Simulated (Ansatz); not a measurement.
**Cost against result**

Saddle point of GaH5Se, closed shell (GaH₃ + H₂Se → GaH₃Se ([GaH2][SeH]) + H₂; bonds formed: H2–H5; dative contacts that become bonds: Ga1–Se6; bonds broken: Ga1–H2, H5–Se6), PBE0-D4/def2-TZVP structure:

Ga1  (-0.813, -0.243, -0.453)
H2  (0.650, -0.205, -1.318)
H3  (-1.334, -1.706, -0.416)
H4  (-1.522, 1.136, -0.529)
H5  (1.069, -0.178, -0.225)
Se6  (0.948, -0.135, 1.492)
H7  (1.003, 1.332, 1.449)
(Å)

Barriers are electronic and count from the start structure reached by relaxing down the imaginary mode.

Ansatz 0.2.0; basis: as named in each row; cores frozen in the correlated methods. Filled d shells of the heavier atoms are correlated. The def2 sets are not built for correlating such inner shells, so the correlated values are less sure here. B3LYP uses VWN-RPA correlation. Extrapolation: Hartree–Fock as exp(−7.88 √X), correlation as X^−2.97.

Times are rough, for one single point on 2 threads of a shared host (Arm Neoverse V2).

The estimate by CCSD(T) at an estimated basis limit (MP2 extrapolated from triple and quadruple zeta, plus CCSD(T) − MP2 in triple zeta) is 64.9 kJ/mol.

| method | basis | time (s) | barrier (kJ/mol) | method less estimate |
| --- | --- | --- | --- | --- |
| SPW92 | def2-TZVPP | 1 | 26.4 | -38.5 |
| PBE-D4 | def2-TZVPP | 2 | 40.3 | -24.6 |
| BLYP-D4 | def2-TZVPP | 2 | 52.3 | -12.6 |
| BHLYP-D4 | def2-TZVPP | 2 | 76.9 | 12.0 |
| PBE0-D4 | def2-TZVPP | 3 | 52.5 | -12.4 |
| B3LYP-D4 | def2-TZVPP | 3 | 61.3 | -3.6 |
| CAM-B3LYP-D4 | def2-TZVPP | 3 | 70.4 | 5.5 |
| RPA on PBE | def2-TZVPP | 3 | 72.0 | 7.1 |
| r2SCAN-D4 | def2-TZVPP | 4 | 46.5 | -18.3 |
| B2PLYP | def2-TZVPP | 4 | 65.6 | 0.7 |
| PBE-QIDH | def2-TZVPP | 4 | 63.1 | -1.8 |
| r2SCAN0-D4 | def2-TZVPP | 4 | 56.0 | -8.9 |
| wB97X-V | def2-TZVPP | 8 | 73.6 | 8.7 |
| B97M-V | def2-TZVPP | 8 | 61.8 | -3.1 |
| wB97M-V | def2-TZVPP | 8 | 70.6 | 5.7 |
| MP2 | def2-QZVPP | 15 | 62.2 | -2.7 |
| CCSD(T) | def2-TZVPP | 43 | 70.9 | 6.0 |

All methods are single points on the PBE0-D4 structures.

T1 diagnostic: at most 0.012.

Exchanges of this kind with a chalcogen hydride build sulfide and selenide films.

Labels in which every atom is bracketed show which atoms are joined, not bond orders.
